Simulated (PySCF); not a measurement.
**A survey of 33S NMR shifts**

Single conformer, non-relativistic, fast rotation and ring inversion assumed for equivalent nuclei, isolated molecule. NMR shieldings at PBE0/pcSseg-1/GIAO; coordinates at the GFN2-xTB level; PySCF 2.14.

Shieldings were converted by a linear fit to measured shifts: 33S (scatter 33.3 ppm rms vs sulfate, solution or neat liquid). A few per cent of atoms miss by over 2 rms, more outside the fitted compound classes.

Question: Give the 33S shifts of `CC#C[Si@@H](Cl)SC(C)=S`, `N#CCC[P@@H](=S)c1ccsc1`, `C[C@@H]1O[S@@](=O)O[C@@H]1OC(F)(F)F`, `C#Cc1snnc1OC`.

Answer: 
| compound | environment | δ (ppm) |
| --- | --- | --- |
| [CH3:1][C:2]#[C:3][Si@@H:4]([Cl:5])[S:6][C:7]([CH3:8])=[S:9] | S9: thione sulfur | 456 |
| [CH3:1][C:2]#[C:3][Si@@H:4]([Cl:5])[S:6][C:7]([CH3:8])=[S:9] | S6: sulfur bonded to C, Si | -65 |
| [N:1]#[C:2][CH2:3][CH2:4][P@@H:5](=[S:6])[c:7]1[cH:8][cH:9][s:10][cH:11]1 | S10: aromatic ring sulfur | -75 |
| [N:1]#[C:2][CH2:3][CH2:4][P@@H:5](=[S:6])[c:7]1[cH:8][cH:9][s:10][cH:11]1 | S6: sulfur bonded to P | -592 |
| C[C@@H]1O[S@@](=O)O[C@@H]1OC(F)(F)F | sulfur bonded to 3 O, in a 5-membered ring | 236 |
| C#Cc1snnc1OC | aromatic ring sulfur | 218 |
